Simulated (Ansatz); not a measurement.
Mulliken charges of `FBN[SiH3]` from B3LYP/def2-TZVPP in Ansatz (PBE0-D4/def2-TZVP geometry).

```json
{"atom": "F1", "x (Å)": "0.626", "y (Å)": "-0.318", "z (Å)": "-1.983", "charge (e)": "-0.274"}
{"atom": "B2", "x (Å)": "1.016", "y (Å)": "0.558", "z (Å)": "-1.050", "charge (e)": "0.215"}
{"atom": "N3", "x (Å)": "0.395", "y (Å)": "0.508", "z (Å)": "0.204", "charge (e)": "-0.226"}
{"atom": "Si4", "x (Å)": "-0.865", "y (Å)": "-0.601", "z (Å)": "0.693", "charge (e)": "0.348"}
{"atom": "H5", "x (Å)": "1.875", "y (Å)": "1.344", "z (Å)": "-1.325", "charge (e)": "-0.016"}
{"atom": "H6", "x (Å)": "0.709", "y (Å)": "1.180", "z (Å)": "0.887", "charge (e)": "0.146"}
{"atom": "H7", "x (Å)": "-2.071", "y (Å)": "-0.444", "z (Å)": "-0.157", "charge (e)": "-0.059"}
{"atom": "H8", "x (Å)": "-0.398", "y (Å)": "-2.007", "z (Å)": "0.613", "charge (e)": "-0.059"}
{"atom": "H9", "x (Å)": "-1.199", "y (Å)": "-0.266", "z (Å)": "2.100", "charge (e)": "-0.074"}
```

Problem. By hand: the dipole of these point charges (1 e Å = 4.8032 D).

Solution. Σ q r = (-0.035, 0.198, 0.481) e Å, of length 0.521 e Å = 2.50 D.

Problem. How does the dipole of the full density compare? (Estimate.)

Solution. Ansatz gave: (0.009, 0.193, 0.374) e Å, 2.02 D; the point charges give 1.24 times that, at 7° from its direction.

Point charges leave out the atoms' own dipoles, such as those of lone pairs, and Mulliken's split depends on the basis, so the two needn't agree.

B3LYP here is the variant with VWN-RPA as its local correlation; programs differ in this.
